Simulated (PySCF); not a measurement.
**What each rung costs, and what it gives**

Saddle point of BSiH$_{6}$OF, singlet (SiH₄O ([OH][SiH3]) + BH₂F ([BH2][F]) → BSiH₅O ([BH2][O][SiH3]) + HF; bonds formed: F2–H5; dative contacts that become bonds: B1–O6; bonds broken: B1–F2, H5–O6), PBE0-D4/def2-TZVP structure:

```xyz
10
angstrom
B -1.3586 0.1745 -0.0538
F -1.6545 -1.4340 -0.0956
H -2.1452 0.6554 0.7046
H -1.2814 0.5597 -1.1870
H -0.6571 -1.2897 0.3478
O -0.0399 -0.1883 0.5748
Si 1.4650 0.2837 0.0330
H 2.4579 -0.4241 0.8726
H 1.6312 -0.0879 -1.3940
H 1.5826 1.7506 0.1977
```

Barriers are electronic and count from the start structure reached by relaxing down the imaginary mode.

PySCF 2.14 with density fitting (its default auxiliary sets; JK sets also for MP2 and CCSD(T)); basis: as named in each row; cores frozen in the correlated methods. B3LYP uses VWN-RPA correlation. Extrapolation: Hartree–Fock as exp(−7.88 √X), correlation as X^−2.97.

Times are rough, for one single point on 4 threads of a shared host (Arm Neoverse V1).

The estimate by CCSD(T) at an estimated basis limit (MP2 extrapolated from triple and quadruple zeta, plus CCSD(T) − MP2 in triple zeta) is 87.9 kJ/mol.

```tsv
method	basis	time (s)	barrier (kJ/mol)	method less estimate
HF	STO-3G	under 1	109.6	21.6
B3LYP-D4	6-31G	3	86.8	-1.1
PBE0-D4	def2-SVP	4	77.3	-10.6
PBE-D4	def2-SVP	5	66.0	-21.9
MP2	def2-QZVPP	6	82.7	-5.3
SPW92	def2-TZVPP	10	61.1	-26.8
BHLYP-D4	def2-TZVPP	12	98.0	10.1
PBE0-D4	def2-TZVPP	13	82.9	-5.1
PBE-D4	def2-TZVPP	14	72.9	-15.1
B3LYP-D4	def2-TZVPP	14	85.9	-2.0
CCSD(T)	def2-SVP	25	86.7	-1.3
r2SCAN-D4	def2-TZVPP	33	80.6	-7.3
wB97M-V	def2-TZVPP	200	86.5	-1.4
CCSD(T)	def2-TZVPP	630	86.8	-1.1
```

All methods are single points on the PBE0-D4 structures.

T1 diagnostic: at most 0.012.

The step is the kind of ligand exchange by which a precursor binds to a hydroxyl group, or is hydrolysed, in atomic layer deposition of oxides.

Labels in which every atom is bracketed show which atoms are joined, not bond orders.
